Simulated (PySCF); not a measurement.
## Working out the ionisation energy of N+

N+ [He] 2s2 2p2 (3P) → N(2+) [He] 2s2 2p1 (2P). All numbers are calculated (PySCF 2.14, the spin-free X2C one-electron Hamiltonian (Gaussian nucleus), in dyall-av3z). Frozen: 1s2; the 14 highest virtual orbitals dropped. Energies in hartree (1 hartree = 27.21139 eV):

| part | N+ (lower) | N(2+) (upper) |
| --- | --- | --- |
| UHF | -53.923354 | -52.850180 |
| CCSD correlation | -0.095341 | -0.085604 |
| (T) | -0.001686 | -0.001069 |

What does Hartree-Fock give?

(-52.850180) − (-53.923354) = 1.073174 hartree = 29.203 eV.

What do CCSD and CCSD(T) give?

The CCSD correlation energies differ by 0.009737 hartree = 0.265 eV and the triples by 0.000617 hartree = 0.017 eV, so CCSD gives 29.468 eV and CCSD(T) 29.485 eV.

A first-order spin-orbit estimate adds -0.003 eV to CCSD(T) (valence), giving 29.482 eV against 29.601 eV (semi-empirical (NIST evaluation); NIST Atomic Spectra Database, ionization energies).

What remains against the reference includes basis incompleteness, the frozen core and higher excitations.
